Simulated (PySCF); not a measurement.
Input of a run (PBE0-D3(BJ)/def2-SVP geometry optimisation, gas phase, def2 core potentials past Kr (PySCF 2.14.0)), started from GFN2-xTB:
```
{"job": {"xc": "PBE0", "basis": "def2-SVP", "d3": "d3bj", "grid": 1, "maxiter": 30, "shake": 0.03, "kind": "geom"}, "charge": -3, "multiplicity": 1}
Ir     0.062760    -0.077680     0.012130
Cl    -0.035840    -0.023040     2.361160
Cl    -0.042830     0.002340    -2.394590
Cl     2.468870     0.009690     0.008330
Cl    -2.375910    -0.017780    -0.051930
Cl    -0.021280     2.380250     0.003810
Cl     0.036100    -2.375800    -0.007450
```

Output (energies in Eh, forces in Eh/bohr):
```
step   0  E = -2863.81481322  max force = 0.037576
step   1  E = -2863.82059265  max force = 0.010918
step   2  E = -2863.82088634  max force = 0.002471
step   3  E = -2863.82121828  max force = 0.001141
step   4  E = -2863.82123502  max force = 0.000141
step   5  E = -2863.82123704  max force = 0.000067
optimisation converged
```

Q: Summarise the run.

A: The energy falls by 16.9 kJ/mol over 6 energy and gradient evaluations, the largest force component goes from 0.0376 to 6.7e-05 Eh/bohr, and the atoms move by 0.065 Å rms after alignment. The bond that changes most is Ir1–Cl7 (ends: iridium bonded to 6 Cl; chlorine bonded to Ir), which lengthens by 0.134 Å. Bonds longer at the end by more than 0.005 Å: 4 of 6; shorter: 2. Among the angles that change most is Cl2–Ir1–Cl3, from 174.1° to 179.9°. The energy never rose by more than 1e-6 Eh on the way. The first step brought 90 % of the lowering.

Q: What are the final bond lengths?

A: Ir1–Cl2 2.432 Å, Ir1–Cl3 2.432 Å, Ir1–Cl4 2.432 Å, Ir1–Cl5 2.432 Å, Ir1–Cl6 2.432 Å, Ir1–Cl7 2.432 Å. Numbering counts from 1 in the input's order; the species is [IrCl6]3- (`[Cl][Ir-3]([Cl])([Cl])([Cl])([Cl])[Cl]`).

The run used 140 basis functions and 42 SCF cycles in all. Time: 3.0 min wall; peak memory 0.59 GiB. Hardware: one thread of an AMD EPYC 7571, shared host.

No frequency check. Whether so highly charged an anion holds all its electrons in the gas phase wasn't checked; a finite basis holds them in any case. The ion is multiply charged and computed without counter-ions or solvent. The geometry's basis has no diffuse functions, a weakness for an anion.
